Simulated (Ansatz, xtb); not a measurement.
**Two isomers of C5H8BBr**

We compare a, `C=C(C)/C=C/BBr`, a singlet, with b, `BrBC1=CCCC1`, a singlet. Both are isolated molecules in the gas phase, relaxed with B3LYP-D3(BJ)/def2-SVP; each stands in its lowest conformer found.

Quicker runs give these differences E(b) − E(a): GFN2-xTB −1.052 eV; HF/STO-3G −1.890 eV (at GFN2-xTB geometries); r2SCAN-D4/def2-SVP −0.526 eV (at GFN2-xTB geometries).

Problem. Estimate E(b) − E(a) at the level CCSD(T)/def2-SVP + ΔMP2/def2-TZVPP.

Solution. Calculated at CCSD(T)/def2-SVP + ΔMP2/def2-TZVPP: E(b) − E(a) = −0.508 eV, so structure b lies lower.

The same difference at several levels:

| level | geometry | E(b) − E(a) (eV) | departure from the last row (eV) | job, with rough time for the two |
| --- | --- | --- | --- | --- |
| GFN2-xTB | GFN2-xTB | −1.052 | −0.543 | optimisation, 0.12 s |
| HF/STO-3G | GFN2-xTB | −1.890 | −1.381 | single point, 0.4 s |
| r2SCAN-D4/def2-SVP | GFN2-xTB | −0.526 | −0.018 | single point, 3.6 s |
| B3LYP-D3(BJ)/def2-SVP | B3LYP-D3(BJ)/def2-SVP | −0.458 | +0.050 | optimisation, 64 s |
| HF/def2-SVP | B3LYP-D3(BJ)/def2-SVP | −0.459 | +0.050 | part of the CCSD(T) run |
| MP2/def2-SVP | B3LYP-D3(BJ)/def2-SVP | −0.647 | −0.139 | part of the CCSD(T) run |
| CCSD(T)/def2-SVP | B3LYP-D3(BJ)/def2-SVP | −0.553 | −0.045 | single point |
| CCSD(T)/def2-SVP + ΔMP2/def2-TZVPP | B3LYP-D3(BJ)/def2-SVP | −0.508 |  | single point, 100 s |

As drawn, b has 2 C–C in place of 1 C=C. Structure a has no ring, b a 5-membered ring.

The levels shown agree on the order. The largest departure from CCSD(T)/def2-SVP + ΔMP2/def2-TZVPP is that of HF/STO-3G, 1.381 eV. The last row adds to CCSD(T) the change of the MP2 difference between the two basis sets, here +0.045 eV.

With thermal terms from frequencies at re-optimised GFN2-xTB minima (ideal gas, soft modes damped towards free rotors, one conformer each, 298.15 K, 1 atm): the zero-point term adds +0.096 eV; ΔH is −0.448 and ΔG −0.375 eV.

The correlated steps freeze 15 core orbitals; the filled d shell of Br is correlated, in a basis made for valence electrons. Codes used: Ansatz 0.2.0, xtb 6.7.1; the last row on 4 threads of Arm Neoverse V2 on a shared host.
